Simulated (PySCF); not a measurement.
Electron correlation in Co³⁺ (cobalt, charge +3)

[Ar] 3d6, high-spin 5D determinant. Computed with PySCF 2.14 in aug-cc-pVDZ-DK (7s6p4d2f, 59 functions), with scalar relativity by spin-free X2C-1e. Frozen: [Ar]; 6 electrons correlated.

```json
{"level": "CCSD", "correlation energy (mhartree)": "-94.23"}
{"level": "(T)", "correlation energy (mhartree)": "-0.85"}
{"level": "CCSD(T)", "correlation energy (mhartree)": "-95.08"}
```

Diagnostics: T1 = 0.0043, D1 = 0.0071, largest double amplitude 0.027.

Cost of the coupled-cluster step: of the order of 2.2 core-seconds, for 6 correlated electrons.
